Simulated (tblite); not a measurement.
Compound: C4H8F2O2Si.
Cartesian coordinates in Å at the GFN2-xTB level; atoms count from 1:
```
atom  x, y, z in Å
O1     0.9693   -0.9660    1.1850
C2     0.5631   -0.4058    0.2040
O3     1.3321    0.3048   -0.5927
Si4    2.9442    0.5935   -0.2470
C5    -0.8863   -0.4502   -0.2651
C6    -1.7598   -1.1433    0.7779
F7    -2.9814   -1.4411    0.2272
C8    -1.3928    0.9619   -0.5688
F9    -1.2679    1.7574    0.5417
H10    3.6468   -0.6831   -0.2253
H11    3.2309    1.4084   -1.4193
H12    3.0238    1.3013    1.0224
H13   -0.9195   -1.0219   -1.1995
H14   -1.9378   -0.4929    1.6387
H15   -1.3094   -2.0838    1.1052
H16   -2.4555    0.9421   -0.8297
H17   -0.8067    1.4307   -1.3645
```

Computed values, GFN2-xTB/tblite, gas phase, harmonic and unscaled. The method is semi-empirical: single wavenumbers can be off by several per cent or more. Modes of hydrogen on silicon can be 10 to 20 % off. One conformer, not necessarily the lowest.

Harmonic wavenumbers (cm⁻¹): 35.3, 57.3, 71.5, 85.5, 103.3, 124.4, 186.0, 198.5, 260.0, 319.5, 438.6, 508.8, 585.2, 607.8, 655.9, 738.4, 741.8, 768.2, 771.8, 796.7, 867.7, 924.7, 961.7, 1011.1, 1044.1, 1097.8, 1122.4, 1178.2, 1188.6, 1209.7, 1255.0, 1271.4, 1319.5, 1329.5, 1432.9, 1445.4, 1769.1, 2316.2, 2333.4, 2334.2, 2938.7, 2960.5, 2967.9, 2976.5, 2980.9.

A = 2515, B = 745.9, C = 644.1 MHz; mass 154.026 u (most abundant isotopes); point group C1, symmetry number 1.

**Question.** Zero-point energy?

**Answer.** ½Σν̃ = 25146 cm⁻¹ = 71.89 kcal/mol.

**Question.** Entropy at 298.15 K, 1 bar (ideal gas, RRHO, classical rotation)?

**Answer.** Translation 41.03, rotation 29.97, vibration 36.64: S = 107.6 cal/(mol K).

**Question.** And Cp and H(298.15 K) − H(0)?

**Answer.** Cp = 40.11 cal/(mol K), of which vibrations give 32.16 (their classical limit is 45 R = 89.4); H(298.15 K) − H(0) = 7.67 kcal/mol without the zero-point energy, 5.30 from vibrations.

**Question.** Blend soft modes into free rotors: weight 1/[1 + (100 cm⁻¹/ν̃)⁴] for the oscillator and the rest for a rotor with moment μB/(μ + B), μ = h/(8π²ν), B = 10⁻⁴⁴ kg m². What vibrational entropy results?

**Answer.** 32.43 cal/(mol K) in place of 36.64, which changes −T·S at 298.15 K by +1.26 kcal/mol.

**Question.** Which modes carry the vibrational entropy at 298.15 K?

**Answer.** 35.3 cm⁻¹: 5.51; 57.3 cm⁻¹: 4.55; 71.5 cm⁻¹: 4.11; 85.5 cm⁻¹: 3.76; 103.3 cm⁻¹: 3.39; 124.4 cm⁻¹: 3.03 cal/(mol K); the other 39 give 12.29 together.

**Question.** What must be added to the electronic energy to get the Gibbs energy at 298.15 K and 1 bar?

**Answer.** ZPE + [H(298.15 K) − H(0)] − T·S = 71.89 + 7.67 − 32.09 = 47.47 kcal/mol.

**Question.** How do the functions run with temperature in this model?

**Answer.** 
| T (K) | S (cal/(mol K)) | Cp (cal/(mol K)) | H − H(0) (kcal/mol) | G − H(0) (kcal/mol) | ln q(vib) |
| --- | --- | --- | --- | --- | --- |
| 100 | 75.6 | 22.1 | 1.55 | -6.01 | 2.89 |
| 200 | 93.6 | 30.8 | 4.20 | -14.53 | 6.43 |
| 300 | 107.9 | 40.3 | 7.75 | -24.62 | 9.55 |
| 500 | 132.5 | 56.6 | 17.53 | -48.73 | 15.25 |
| 800 | 162.7 | 71.5 | 36.97 | -93.19 | 22.95 |
| 1000 | 179.4 | 77.7 | 51.93 | -127.44 | 27.56 |

q(vib) and H(0) count from the zero-point level.

Hindered rotation and anharmonicity are outside this model. Other conformers, if any are populated, would add a mixing term that is left out. The structure is chiral; the term R ln 2 for an equal mix with its mirror image is left out.
